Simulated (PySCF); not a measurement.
Work out the structure from these simulated measurements.

Formula: C4HF5.

- Dipole: 2.71 D [B3LYP/def2-SVPD]
- 1H NMR: chemical shifts (computed TMS as zero) by class: 5.62 (1 H) ppm [GIAO PBE0/pcSseg-1]
- Polarisability: 48.4 au [B3LYP/def2-SVPD]
- Triplet: lowest triplet excitation (Tamm–Dancoff): 5.11 eV [TDA B3LYP/def2-SVPD]
- 13C NMR: chemical shifts (computed TMS as zero) by class: 155.4 (1 C), 130.1 (1 C), 90.0 (1 C), 80.2 (1 C) ppm [GIAO PBE0/pcSseg-1]
- UV, first state: lowest singlet excitation: 6.99 eV (177 nm, f = 0.005) [TDDFT B3LYP/def2-SVPD]
- Rotational structure: rotational constants A, B, C: 2.499, 1.287, 1.163 GHz [GFN2-xTB]
- UV, strongest line: among the 8 lowest singlet transitions: S2 at 7.54 eV (164 nm, f = 0.063) [TDDFT B3LYP/def2-SVPD]

Electronic properties: PySCF, gas phase, density fitting. Levels stand in brackets. Geometry: GFN2-xTB; no solvent, vibrations or thermal averaging. Each NMR value is the plain mean over a class of atoms that symmetry, rotation or inversion makes alike.

Problem. Give a SMILES that accounts for the data.

Solution. Numbering: `[F:1][C:2]1=[CH:3][C@@:4]1([F:5])[C:6]([F:7])([F:8])[F:9]`. Its formula, C4HF5, gives 2 degrees of unsaturation: 1 ring and 1 π bond in the structure found. 4 carbons fall into 4 classes; from least to most shielded: vinylic C–F carbon [C2] (155.4 ppm), CF3 carbon [C6] (130.1 ppm), alkene CH carbon [C3] (90.0 ppm), sp3 C–F carbon [C4] (80.2 ppm). The one hydrogen (5.62 ppm): vinylic hydrogen. S1 is mainly HOMO−1→LUMO (weight 0.85); the largest Löwdin shares of the orbital it empties are 0.27 on the alkyl fluorine, 0.26 on the sp3 C–F carbon, 0.16 on the vinylic C–F carbon and 0.13 on the alkene CH carbon, of the orbital it fills 0.37 on the alkene CH carbon, 0.33 on the vinylic C–F carbon, 0.10 on the vinyl fluorine and 0.08 on the vinylic hydrogen. The optimised geometry has point group C1 and is an asymmetric top. Structure: `FC1=C[C@@]1(F)C(F)(F)F`. Computed isomers that give other values at the same levels: `C#CC(F)(F)C(F)(F)F` (13C chemical shifts (computed TMS as zero) by class: 128.4 (1 C), 111.7 (1 C), 89.6 (1 C), 76.3 (1 C) ppm); `FC1=C(C(F)(F)F)[C@H]1F` (13C chemical shifts (computed TMS as zero) by class: 160.2 (1 C), 126.9 (1 C), 97.9 (1 C), 75.3 (1 C) ppm); `FC1=C(F)C(F)(F)[C@@H]1F` (13C chemical shifts (computed TMS as zero) by class: 150.0 (1 C), 143.2 (1 C), 121.9 (1 C), 95.7 (1 C) ppm). The assignments are read from this structure; whether some other isomer fits the data as well wasn't checked. The mirror image fits equally.

Shape of the structure used: `[F:1][C:2]1=[CH:3][C@@:4]1([F:5])[C:6]([F:7])([F:8])[F:9]`: C3–C4–C6–F7 33°.
